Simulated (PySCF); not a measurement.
H6FNSi2, SMILES N[SiH2][SiH2]F, singlet, PBE0/def2-SVP optimised geometry. Atoms within 1.6 Å of the plane z = 1.5 Å (x, y, z in Å): Si1 (-1.26, 0.38, 0.00), Si3 (1.10, 0.38, 0.00), N4 (1.85, -1.18, 0.02), H5 (-1.81, -0.37, 1.17), H6 (-1.85, 1.76, 0.00), H7 (1.54, 1.14, 1.21), H9 (1.76, -1.76, 0.86).

Computed with PBE0/def2-TZVP in PySCF 2.14.0.

Map of the electrostatic potential (hartree/e), clipped to [-0.08, 0.12] on the plane z = 1.5 Å:

```
|000000011111111111000000000|
|000000011111111111100000000|
|000000111111111111100000000|
|000000111111111111100000000|
|000001111111111111100000000|
|000001111111111111110000000|
|000011111222221112221000000|
|000011122333222235652100000|
|000111223444332359995200000|
|000111235665433499998210000|
|000112346776544489997210000|
|000112357887545579994100000|
|000112588876555677653100000|
|000114999865445777642100000|
|000127999954445676542100000|
|000126999733334555543100000|
|000013798422233455653200000|
|000011233222223456886310000|
|000001111111223358999521000|
|000000111111223469999631100|
|000000011111222358999532110|
|000000011111222346786432111|
|000000111111122334554322111|
|000000111111122233333322111|
|000001111111112222332221111|
|000001111111112222222221111|
|000001111111111222222211111|
```
Scale: ten equal steps from -0.012 (start of '0') to 0.120 (end of '9'), in the order '0123456789'; x runs from -4.00 to 4.00, y from -4.00 (bottom) to 4.00 (top).
